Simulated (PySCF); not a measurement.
C5H11SSi (doublet state).
Atom-mapped SMILES: `[CH2:1][CH2:2][CH2:3][S:4][SiH:5]1[CH2:6][CH2:7]1` (hydrogens: H8, H9 on C1; H10, H11 on C2; H12, H13 on C3; H14 on Si5; H15, H16 on C6; H17, H18 on C7)

Geometry (GFN2-xTB, Å), atoms numbered from 1 in this order:
```
atom  x, y, z in Å
C1    -3.404   -0.311    0.065
C2    -2.582    0.906   -0.031
C3    -1.177    0.628   -0.557
S4    -0.264   -0.414    0.651
Si5    1.467   -0.855   -0.516
C6     2.941    0.315   -0.494
C7     3.125   -0.956    0.354
H8    -4.144   -0.414    0.832
H9    -3.283   -1.104   -0.647
H10   -2.518    1.395    0.945
H11   -3.043    1.632   -0.723
H12   -1.220    0.087   -1.501
H13   -0.616    1.553   -0.689
H14    1.164   -1.629   -1.704
H15    3.578    0.395   -1.362
H16    2.908    1.244    0.060
H17    3.862   -1.658   -0.004
H18    3.198   -0.809    1.421
```

The hyperfine couplings belong to this conformer and change with its torsions.

Computed, not measured: UKS B3LYP, pcH-1 on C H S Si, non-relativistic, mean-field spin-orbit, GIAO (PySCF 2.14.0). The structure is a single GFN2-xTB conformer in the gas phase; no vibrational or solvent corrections. A GFN2-xTB geometry isn't a minimum of the functional, and hyperfine couplings can be far from their values at a DFT geometry. The SCF solution wasn't tested for stability.

Problem. What is the g tensor, term by term?

Solution. 
```json
{"Δg (ppm)": "relativistic mass correction", "1": "-138", "2": "-138", "3": "-138"}
{"Δg (ppm)": "gauge correction", "1": "9", "2": "39", "3": "16"}
{"Δg (ppm)": "orbital Zeeman/spin–orbit", "1": "2", "2": "572", "3": "1462"}
{"Δg (ppm)": "total", "1": "-126", "2": "473", "3": "1340"}
```

So g = 2.00219, 2.00279, 2.00366 and g_iso = 2.00288; the tensor is rhombic: the two nearest values differ by 41 % of g3 − g1. Axes: g2 points within 13° of the C1–C2 bond.

Problem. At 93.87 GHz, how far is the centre of the isotropic spectrum from where a free electron (g = 2.002319) resonates?

Solution. B = hν/(g μB) with μB/h = 13.99624 MHz/mT gives 3349.52 mT for the free electron and 3348.57 mT at g_iso, 0.94 mT lower.

Problem. What are the electron Larmor frequencies g μB B/h along the three axes at 1200 mT?

Solution. 33.6278, 33.6379, 33.6524 GHz for g1, g2 and g3, a range of 24.6 MHz.

Problem. What effective moment and Curie constant follow for a powder?

Solution. With the mean of g² = 4.0115 and S(S+1) = 0.75: μ_eff = √(⟨g²⟩S(S+1)) = 1.735 μB and χT = 0.12505·⟨g²⟩·S(S+1) = 0.376 cm³ K/mol (cgs; spin-Hamiltonian part alone).

Problem. In a frozen sample, at which fields do the three g values resonate at 9.5, 34, 94 and 263 GHz (hyperfine left aside), and which band first spreads them over more than twice a line width of 0.5 mT?

Solution. 
```
band    GHz  B(g3) mT  B(g2) mT  B(g1) mT  spread mT
   X    9.5    338.76    338.90    339.00       0.25
   Q   34.0   1212.39   1212.92   1213.28       0.89
   W   94.0   3351.91   3353.36   3354.37       2.45
   J  263.0   9378.22   9382.28   9385.09       6.87
```

The spread grows in proportion to the frequency. W band is the first where it exceeds 1.0 mT.

The Mulliken spin populations are largest on C1 (+1.07) and C2 (-0.08). No atom but C1 exceeds +0.15. The angles at C1 add up to 360.0°, so it is planar; its axial dipolar tensor and the negative couplings of its protons fit spin in a p orbital normal to that plane.

The HOMO–LUMO gaps are 5.67 eV among the α and 4.67 eV among the β orbitals.
